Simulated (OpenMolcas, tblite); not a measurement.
A ladder of methods for Si2H4F2 (SMILES F[SiH](F)[SiH3])

Si2H4F2 has 8 atoms, charge 0, and is taken as a singlet. As SMILES, `F[SiH](F)[SiH3]`. The shape is that of a PBE0-D4/def2-TZVP optimisation.

Each level gives the vertical energy of the triplet above the singlet (eV). The values are calculated.

| level | kind | program | value (eV) | less CCSD(T)/cc-pVDZ |
| --- | --- | --- | --- | --- |
| IPEA1-xTB | semi-empirical | tblite | 4.43 | -2.22 |
| HF/cc-pVDZ | Hartree–Fock | OpenMolcas | 6.57 | -0.08 |
| SVWN5/cc-pVDZ | LDA | OpenMolcas | 5.91 | -0.74 |
| BLYP/cc-pVDZ | GGA | OpenMolcas | 5.98 | -0.67 |
| PBE/cc-pVDZ | GGA | OpenMolcas | 5.84 | -0.81 |
| M06-L/cc-pVDZ | meta-GGA | OpenMolcas | 6.26 | -0.39 |
| PBE0/cc-pVDZ | global hybrid | OpenMolcas | 6.15 | -0.50 |
| CCSD(T)/cc-pVDZ, open shells restricted | coupled cluster or CI | OpenMolcas | 6.65 | 0.00 |

Differences are taken from CCSD(T)/cc-pVDZ, open shells restricted for orientation; it has basis-set and higher-order errors of its own. The values span 4.43 to 6.65 eV. A triplet this far above the singlet is often a Rydberg-like or dissociative state; sets without diffuse functions put Rydberg states too high.
